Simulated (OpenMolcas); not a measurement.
## Levels of Gd V by method

```
Program             : OpenMolcas 26.06
Basis               : ANO-RCC-VQZP [9s8p6d4f3g2h]
Scalar Hamiltonian  : DKH2, point nucleus
Active space        : 6 electrons in 7 orbitals (4f)
State averaging     : 2S+1 = 7 even, 7 roots; 2S+1 = 5 even, 140 roots (105 in the spin-orbit step); 2S+1 = 3 even, 236 roots kept (CI in the orbitals of an earlier block, 141 in the spin-orbit step); 2S+1 = 1 even, 105 roots kept (CI in the orbitals of an earlier block, 47 in the spin-orbit step)
Spin-orbit coupling : state interaction with AMFI integrals over the reference wave functions, term energies averaged over their components
```

Methods on the same reference wave functions:
A. CASSCF
B. SS-CASPT2, IPEA 0.25 Eh, imaginary shift 0.1 Eh (closed shells correlated: 5s 5p)
C. MS-CASPT2, IPEA 0.25 Eh, imaginary shift 0.1 Eh (closed shells correlated: 5s 5p)

Energies in cm-1 above 4f6 7F0.

```
            Level      A      B      C
          4f6 7F0    0.0    0.0    0.0
          4f6 7F1    487    540    540
          4f6 7F2   1349   1465   1465
          4f6 7F3   2464   2630   2630
          4f6 7F4   3744   3930   3930
          4f6 7F5   5124   5300   5300
          4f6 7F6   6555   6700   6700
       4f6 5D0(1)  22616  19360  19360
       4f6 5D1(1)  24746  21570  21570
       4f6 5D2(1)  27902  24740  24740
       4f6 5D3(1)  31635  28430  28430
          4f6 5L6  32097  30990  30990
          4f6 5L7  33387  32320  32320
          4f6 5L8  34646  33630  33630
       4f6 5G2(1)  34855  31740  31740
       4f6 5G3(1)  35066  32030  32030
4f6 5G4(1) [66 %]  35223  32230  32230
4f6 5G5(1) [73 %]  35367  32430  32430
4f6 5G6(1) [70 %]  35420  32500  32500
          4f6 5L9  35684  34700  34700
       4f6 5D4(1)  35970  32730  32730
         4f6 5L10  36383  35420  35420
       4f6 5H7(1)  40991  38200  38200
       4f6 5H3(1)  41012  38230  38230
```

Between B and C no level of the table moves by more than 5 cm-1.

From A to B the spin-free energies of the other terms of 4f6 shown, above 7F, scale by factors of 0.87 to 0.96, as is usual when dynamic correlation screens the repulsion within a d or f shell.

The lowest spin-free term lies below A's lowest term by 0.476 hartree in B, 0.476 hartree in C.

CASPT2 does not keep the components of a term degenerate, so their means are used; among the terms shown or strongly mixed into the levels shown the widest spread is 170 cm-1 (4f6 5I, C). High states are left out of the spin-orbit mixing, which shifts the levels that they would mix with. Without dynamic correlation excited terms often stand tens of per cent too high (terms of higher spin than the ground term too low), and those without a measured partner can miss by more than the paired ones (holds for A). Blocks of more than 70 roots (2S+1 = 5 even, 3 even) ran without multistate coupling (holds for C). Only configurations of the active space appear. Levels that lie high or do not pair safely by name in every column are left out.

A share in square brackets marks a mixed level and gives the weight of the term that names it, the lowest over the columns. A number in round brackets counts repeated terms of one configuration in the order of the reference energies.
